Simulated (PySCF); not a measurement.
H4OSe2Si, SMILES [SiH3]O[Se][SeH]. Atoms are numbered in the order given.

```xyz
8

Se    -0.4210     0.3395     0.8637
Se     1.1331     1.0591    -0.6725
H      2.3300     0.8803     0.1762
O     -0.4309    -1.4608     0.6420
Si    -1.3148    -2.1245    -0.6313
H     -2.7614    -1.7739    -0.5081
H     -1.1265    -3.5976    -0.5239
H     -0.8015    -1.6316    -1.9440
```
Charge 0, spin multiplicity 1.

Geometry optimised at PBE0-D3(BJ)/def2-SVP. This is a generated structure with no PubChem entry under its InChIKey; it may be hypothetical. One conformer was computed; it need not be the lowest.

Two levels are set side by side: PBE/pcSseg-1 (PySCF) and B3LYP/pcSseg-1 (PySCF). GIAO shifts against H2O (¹⁷O), Me2Se (⁷⁷Se), TMS (²⁹Si), TMS (¹H) at the same level; non-relativistic, no solvent, atoms listed together averaged. Differences are taken from unrounded values.

```csv
quantity,B3LYP,PBE,PBE minus B3LYP
δ(⁷⁷Se) of Se1 (ppm),1484.8,1493.9,9.1
δ(⁷⁷Se) of Se2 (ppm),268.7,256.5,-12.2
δ(¹H) of H3 (ppm),5.20,5.38,0.18
δ(¹⁷O) of O4 (ppm),-2.0,15.6,17.6
δ(²⁹Si) of Si5 (ppm),-28.9,-24.3,4.6
```

Rough cost on one machine, each run with all the roots and properties that it gave: B3LYP against PBE within a factor of 2.
